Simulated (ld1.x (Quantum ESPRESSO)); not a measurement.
# u(r) = r·R(r): atom against pseudo-atom (Pd (Z = 46))

Columns: radius, all-electron u(r) and pseudo u(r) of the 4s shell (level -103.84 eV) of palladium in the configuration [Ar] 3d10 4s2 4p6 4d8 5s0 5p0; PBEsol, non-relativistic, TM scheme, ld1.x (Quantum ESPRESSO) 7.5.

| r (bohr) | all-electron | pseudo |
| --- | --- | --- |
| 0.093 | -0.4264 | -0.1614 |
| 0.185 | 0.1527 | -0.3180 |
| 0.278 | 0.6446 | -0.4701 |
| 0.370 | 0.4943 | -0.6114 |
| 0.463 | 0.0199 | -0.7415 |
| 0.555 | -0.4726 | -0.8538 |
| 0.648 | -0.8529 | -0.9463 |
| 0.740 | -1.0806 | -1.0121 |
| 0.833 | -1.1779 | -1.0477 |
| 0.925 | -1.1767 | -1.0493 |
| 1.018 | -1.1114 | -1.0163 |
| 1.110 | -1.0113 | -0.9529 |
| 1.203 | -0.8944 | -0.8653 |
| 1.295 | -0.7762 | -0.7646 |
| 1.388 | -0.6623 | -0.6590 |
| 1.480 | -0.5593 | -0.5588 |
| 1.573 | -0.4670 | -0.4670 |
| 1.665 | -0.3877 | -0.3877 |
| 1.758 | -0.3192 | -0.3192 |
| 1.850 | -0.2620 | -0.2620 |
| 1.943 | -0.2135 | -0.2135 |
| 2.035 | -0.1738 | -0.1738 |
| 2.128 | -0.1407 | -0.1407 |
| 2.220 | -0.1137 | -0.1137 |
| 2.313 | -0.0916 | -0.0916 |
| 2.405 | -0.0737 | -0.0737 |

(1) How many radial nodes do the two functions have?

(2) At about which radius was the pseudo-wave matched?

(3) Is the pseudo-wave norm-conserving?

Results:

(1) The all-electron 4s function has n − l − 1 = 3 (the table is too coarse to show those close to the nucleus); the pseudo-wave has 0, since the states of the same l below it are removed with the core.

(2) 1.70 bohr. The columns agree to 0.0005 from 1.57 bohr on; several derivatives are matched, so the curves merge somewhat inside the radius.

(3) Yes: the TM scheme keeps the norm inside the radius equal to the all-electron one, which fixes the energy derivative of the logarithmic derivative at the level.
